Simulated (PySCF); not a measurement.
# Polarisability as a sum over states

Compound: TiI2Cl2 (singlet state).
Geometry (PBE0-D3(BJ)/def2-SVP, Å), atoms numbered from 1 in this order:
```
atom  x, y, z in Å
Ti1   -0.057   -0.018   -0.069
I2    -0.345   -0.092    2.442
I3     2.414   -0.026   -0.596
Cl4   -0.955    1.761   -0.876
Cl5   -0.982   -1.736   -0.964
```

Method used: TDDFT wB97X-D/def2-SVPD, vertical, gas phase, core orbitals frozen in the response, def2 core potentials past Kr in PySCF 2.14.0, density-fitted response routines. Spin–orbit coupling is left out.

Excitation energies and transition dipoles (atomic units, axes of the coordinates) of those of the lowest 15 singlets that add 0.02 au or more to the mean polarisability:

```json
{"state": "S1", "ΔE (hartree)": "0.1104", "μx": "-0.004", "μy": "-0.098", "μz": "0.001"}
{"state": "S2", "ΔE (hartree)": "0.1134", "μx": "0.350", "μy": "0.007", "μz": "-0.389"}
{"state": "S4", "ΔE (hartree)": "0.1228", "μx": "0.214", "μy": "-0.008", "μz": "0.180"}
{"state": "S5", "ΔE (hartree)": "0.1234", "μx": "0.005", "μy": "0.182", "μz": "0.006"}
{"state": "S6", "ΔE (hartree)": "0.1304", "μx": "-0.252", "μy": "0.008", "μz": "-0.211"}
{"state": "S7", "ΔE (hartree)": "0.1321", "μx": "-0.297", "μy": "-0.007", "μz": "0.325"}
{"state": "S8", "ΔE (hartree)": "0.1323", "μx": "-0.117", "μy": "-0.003", "μz": "0.149"}
{"state": "S9", "ΔE (hartree)": "0.1352", "μx": "0.033", "μy": "0.120", "μz": "-0.034"}
{"state": "S10", "ΔE (hartree)": "0.1353", "μx": "0.321", "μy": "-0.005", "μz": "-0.357"}
{"state": "S12", "ΔE (hartree)": "0.1433", "μx": "-0.107", "μy": "0.001", "μz": "0.041"}
{"state": "S14", "ΔE (hartree)": "0.1442", "μx": "0.211", "μy": "-0.008", "μz": "0.197"}
```

Problem. What does each state add to αxx, αyy and αzz, and how do the sums compare with the full static tensor?

Solution. Each state adds 2 μα² / ΔE.

```csv
state,αxx (au),αyy (au),αzz (au)
S1,0.00,0.17,0.00
S2,2.17,0.00,2.67
S4,0.75,0.00,0.53
S5,0.00,0.54,0.00
S6,0.97,0.00,0.68
S7,1.34,0.00,1.60
S8,0.21,0.00,0.34
S9,0.02,0.21,0.02
S10,1.52,0.00,1.88
S12,0.16,0.00,0.02
S14,0.62,0.00,0.54
all 15 states,7.8,0.9,8.3
full response,150.8,119.6,153.9
share (%),5,1,5
```

The rest comes from the higher roots of the same response equations.

Problem. Give the full tensor and its principal values.

Solution. In au, rows and columns x, y, z:
```
x   150.8   0.1 -14.2
y     0.1 119.6  -1.0
z   -14.2  -1.0 153.9
```
Principal values 119.6, 138.1 and 166.7 au; mean 141.5 au (20.96 Å³).

Problem. By how much does the contribution of these states grow at 589.3 nm?

Solution. With ω = 0.0773 hartree each state's term in the mean polarisability goes from f / ΔE² to f / (ΔE² − ω²), f = (2/3) ΔE |μ|²; the sum over all 15 states goes from 5.66 to 9.19 au, a rise of 3.53 au.

Time: 2.6 min of wall time (grids of density and orbitals included); peak memory 0.78 GiB. Hardware: Arm Neoverse V2, one thread, shared host with 32 logical CPUs at a one-minute load of 38.
